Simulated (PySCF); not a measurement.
**Spectroscopy problems**

Isolated molecule, equivalent nuclei averaged, non-relativistic, one conformer. Shieldings: GIAO PBE0/pcSseg-1; coordinates at the GFN2-xTB level; PySCF 2.14.0 with density-fitted response routines.

Chemical shifts δ = σref − σ; 1H (σ = 31.72 ppm), 13C (σ = 186.93 ppm) against TMS, all at this level. Splittings of carbon signals by F and P are missing where no couplings were computed. Where no couplings were computed, multiplicities follow the n + 1 count of equivalent neighbours, and m marks all less simple cases (inequivalent or close neighbours, rings, F or P nearby). Shifts are as computed. Against solution values, carbons near 30 ppm lie about +3 ppm off and those near 130 ppm about +5 ppm. Of 1211 compounds with measured shifts, 218 miss one by over three times the rms of a fit or turn the order of signals round; such compounds aren't used in these exercises.

Question: C6H6P2. 1H NMR (300 MHz, computed): δ 10.40 (m, 1H), 7.74 (m, 2H), 7.71 (m, 2H), 7.66 (m, 1H). 13C{1H} NMR (computed): δ 167.2 (C), 135.2 (CH), 133.7 (CH), 133.7 (CH). Give a structure.

Answer: SMILES [H]/P=P\c1ccccc1. 4 carbon signals for 6 carbons: some carbons are equivalent by symmetry or fast rotation. Carbon types of the structure: 1 × C, 5 × CH, leaving 1 H on heteroatoms. δC 167.2: substituted aromatic carbon. δC 135.2, 133.7, 133.7: aromatic CH; the aromatic region. δH 10.40: hydrogen on a phosphorus bonded to P. δH 7.74, 7.71, 7.66: hydrogen on an aromatic CH; aromatic region.

The data come from this structure; uniqueness wasn't tested.

Question: C2H10NPSi2. 1H NMR (300 MHz, computed): δ 8.22 (m, 1H), 4.87 (m, 6H), 2.23 (m, 3H). 13C{1H} NMR (computed): δ 182.5 (CH), 18.7 (CH3). Identify the compound.

Answer: `C/C=P/N([SiH3])[SiH3]`. 2 carbon signals for 2 carbons: no two carbons are equivalent. Carbon types of the structure: 1 × CH, 1 × CH3, leaving 6 H on heteroatoms. δC 182.5: carbon double-bonded to a heavier main-group atom. δC 18.7: methyl carbon; aliphatic region, no heteroatom directly attached. δH 8.22: hydrogen on a carbon double-bonded to a heavier main-group atom. δH 4.87: hydrogen on a silicon bonded to N.

The data come from this structure; uniqueness wasn't tested.

Question: C3H9NOSi3. 1H NMR (300 MHz, computed): δ 9.86 (d, 1H), 4.38 (m, 1H), 3.78 (d, 3H), 3.74 (d, 3H), 2.94 (m, 1H). 13C{1H} NMR (computed): δ 206.3, 122.5, 31.9. Give a structure.

Answer: SMILES N#C[C@@H](C=O)[SiH]([SiH3])[SiH3]. The formula gives 3 degrees of unsaturation (no ring in the answer). 3 carbon signals for 3 carbons: no two carbons are equivalent. Carbon types of the structure: 1 × C, 2 × CH, leaving 7 H on heteroatoms. δC 206.3: aldehyde carbonyl carbon; the double bond to the heteroatom, with no lone-pair donor beside it, deshields it most. δC 122.5: nitrile carbon; C≡N carbons fall here, among the sp2 signals but without a proton. δC 31.9: sp3 CH bonded to Si, α to a carbonyl; α to the electron-withdrawing carbonyl group. δH 9.86: hydrogen on an aldehyde carbonyl carbon; deshielded by the polar, anisotropic C=O bond.

This is the structure that produced the data.
